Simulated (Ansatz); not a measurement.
The cluster Cd₃⁺ was relaxed with r2SCAN (def2-TZVP) in Ansatz in these states: charge +1 doublet, charge +1 quartet. The geometries follow in no particular order.

In the def2 sets Cd takes a core potential; there is no spin–orbit coupling.

A:

```xyz
3

Cd    0.012   -0.007   -0.005
Cd   -1.031   -2.541    0.825
Cd    1.019    2.547   -0.820
```

B:

```xyz
3

Cd    0.0088    0.0116    0.0111
Cd    2.3639    0.0922   -1.9887
Cd   -2.3727   -0.1038    1.9777
```

Problem. Judge from the bond lengths which geometry belongs to which state (an estimate).

Solution. A is the charge +1 doublet (Cd1–Cd3 2.863 Å, Cd1–Cd2 2.863 Å); B is the charge +1 quartet (Cd1–Cd3 3.091 Å, Cd1–Cd2 3.091 Å).

At PBE0/def2-TZVP a doublet lies 3.63 eV below the charge +1 quartet. These are the stationary points nearest to one start from a short search; other shapes may lie lower in each state.
